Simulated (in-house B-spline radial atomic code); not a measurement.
**Ionising the erbium ion Er²⁺ with different functionals**

Computed with a radial B-spline atomic code at the basis-set limit: four-component Dirac-Coulomb Hamiltonian, Fermi nucleus of rms radius 5.2516 fm, spin-restricted, spherical fractional occupations for the functionals. The ionisation energy is the difference of two self-consistent energies, [Xe] 4f12 → [Xe] 4f11, without Breit or QED terms; ε is the level of the shell that loses the electron (mean over j). The electron is taken from both j subshells in proportion to 2j + 1, so the result is a j average, not the step between ground levels.

Hybrids are left out here: with spherical fractional occupations of an open shell their exact exchange keeps a self-interaction that integer-occupation calculations don't have.

```csv
method,rung,ΔSCF (eV),-ε(4f) (eV)
LDA VWN5,LDA,26.47,17.73
relativistic LDA,LDA,26.61,17.85
LDA PW92,LDA,26.46,17.72
LDA exchange-only,LDA,24.74,16.11
PBE,GGA,26.13,17.40
PBEsol,GGA,26.17,17.43
BLYP,GGA,25.98,17.29
RPBE,GGA,26.06,17.34
PW91,GGA,26.23,17.50
BP86,GGA,26.22,17.48
AM05,GGA,26.20,17.45
OLYP,GGA,26.48,17.67
```

How do they compare with the NIST value?

NIST lists 22.70 eV ± 0.03 (semi-empirical, ground level to ground level). Errors run from +2.04 to +3.91 eV. The correlated functionals all miss on the same side by more than they spread, so the cause is common to them (Breit-QED terms, spin polarisation, the choice among j levels, multiplet and fine-structure energies, or a listed next ion that isn't the cheapest removal here) and closeness doesn't rank the functionals.
